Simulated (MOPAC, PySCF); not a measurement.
CH$_{4}$N$_{2}$, SMILES `N[C]N` (lower singlet), neutral singlet in the gas phase. This singlet lies 2.40 eV below the relaxed triplet at the level frozen-core CCSD(T)/cc-pVTZ // PBE0-D3(BJ)/def2-TZVP (Ansatz).

Cartesian coordinates (Å):
SMILES: N[C]N
```xyz
7

N      1.1027     0.1141     0.3114
C      0.1291    -0.4631    -0.3871
N     -1.0850    -0.1776     0.0750
H      0.9582     0.7161     1.1207
H      2.0546    -0.0416     0.0393
H     -1.8849    -0.5668    -0.3863
H     -1.2746     0.4189     0.8791
```
Charge 0, spin multiplicity 1.

All levels are single points at this geometry (PBE0-D3(BJ)/def2-TZVP); Pople sets use spherical d functions. Orbital energies aren't observables, and empty levels follow the basis.

HF/STO-3G in PySCF gives HOMO (eV) = -6.73.

Question: Estimate the HOMO (eV) from each of these levels: PBE0-D3(BJ)/def2-TZVP in PySCF; B3LYP/3-21G in PySCF; B3LYP/6-311+G** in PySCF; B3LYP/6-31G* in PySCF; BP86/6-31G* in PySCF; M06-2X/6-31G* in PySCF; PBE/6-31G* in PySCF; HF/6-31G* in PySCF; AM1 in MOPAC; PM3 in MOPAC; PM6 in MOPAC; PM7 in MOPAC.

Answer: 
| level | HOMO (eV) |
|---|---|
| PBE0-D3(BJ)/def2-TZVP in PySCF | -5.81 |
| B3LYP/3-21G in PySCF | -4.55 |
| B3LYP/6-311+G** in PySCF | -5.74 |
| B3LYP/6-31G* in PySCF | -4.98 |
| BP86/6-31G* in PySCF | -3.90 |
| M06-2X/6-31G* in PySCF | -6.54 |
| PBE/6-31G* in PySCF | -3.77 |
| HF/6-31G* in PySCF | -8.96 |
| AM1 in MOPAC | -9.26 |
| PM3 in MOPAC | -9.02 |
| PM6 in MOPAC | -9.11 |
| PM7 in MOPAC | -9.34 |
